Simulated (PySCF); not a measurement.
C₄H₃S (SMILES [c-]1ccsc1), charge -1, singlet, at a GFN2-xTB geometry (in this run its highest filled SCF level lies above zero, so its values depend strongly on the basis, on diffuse functions most of all). Base run: SVWN5/STO-3G run with PySCF.

PySCF was given this input:
```python
from pyscf import gto, scf, dft

mol = gto.M(
    atom='''
S    -0.00537468   -0.04815724    1.21841919
C     0.01986202    1.30772605   -0.16320033
C    -0.01696070   -1.17565525   -0.08708173
C     0.01720962    0.81295480   -1.37105401
C    -0.00405720   -0.62093181   -1.32562868
H     0.03299419    2.30566269    0.24093354
H    -0.03341327   -2.22952851    0.16092592
H    -0.00990838   -1.25018105   -2.21477794
''',
    basis='sto-3g',
    charge=-1,
    verbose=4,
    symmetry=True,
)

mf = dft.RKS(mol)
mf.xc = 'lda,vwn'
mf.kernel()
mf.analyze()
```

The base run was repeated with changes; each row names its change, and settings that it needs were set with it.

```json
[
 {"change": "base", "ΔE vs base (mEh)": "0.000", "point group used": "Cs", "SCF cycles": "10", "outcome": "converged"},
 {"change": "symmetry = off", "ΔE vs base (mEh)": "0.000", "point group used": "C1", "SCF cycles": "10", "outcome": "converged"},
 {"change": "irrep_nelec = A':34 A\":10", "ΔE vs base (mEh)": "383.9", "point group used": "Cs", "SCF cycles": "13", "outcome": "converged"},
 {"change": "irrep_nelec = A':38 A\":6", "ΔE vs base (mEh)": "-", "point group used": "-", "SCF cycles": "24", "outcome": "not converged"}
]
```
